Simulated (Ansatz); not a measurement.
GaH$_{5}$O$_{3}$Si, SMILES `[OH][Ga]([OH])[O][SiH3]`, relaxed with RKS PBE0-D4/def2-TZVP in Ansatz 0.2.0 from a GFN2-xTB geometry. The force threshold is 0.005 eV/Å; the program also tests the step.

Charge 0, multiplicity 1.

Start:

```xyz
10

O    -1.722   -0.158    1.457
Ga   -0.764    0.794    0.368
O    -1.136    2.475    0.106
O     0.579    0.075   -0.479
Si    1.357   -1.358   -0.658
H    -2.443    0.301    1.888
H    -0.586    2.965   -0.504
H     2.400   -0.951   -1.601
H     1.884   -1.795    0.636
H     0.431   -2.348   -1.214
```

Q: How much energy does the relaxation release, and in how many steps? (Estimate.)

A: Ansatz gave: 0.13 eV, in 6 steps.

Q: Which bonds change most? (An estimate is asked.)

A: The calculation gave: O1–Ga2 from 1.735 to 1.769 Å; Ga2–O3 from 1.741 to 1.772 Å; Si5–H9 from 1.464 to 1.488 Å; Si5–H10 from 1.465 to 1.488 Å.

Q: Give the relaxed structure. (An estimate is asked.)

A: The calculation gave: 
```xyz
10

O    -1.703   -0.203    1.451
Ga   -0.774    0.832    0.358
O    -1.191    2.539    0.137
O     0.592    0.141   -0.523
Si    1.345   -1.304   -0.667
H    -2.425    0.255    1.887
H    -0.612    2.991   -0.482
H     2.481   -1.141   -1.610
H     1.868   -1.769    0.647
H     0.419   -2.340   -1.199
```
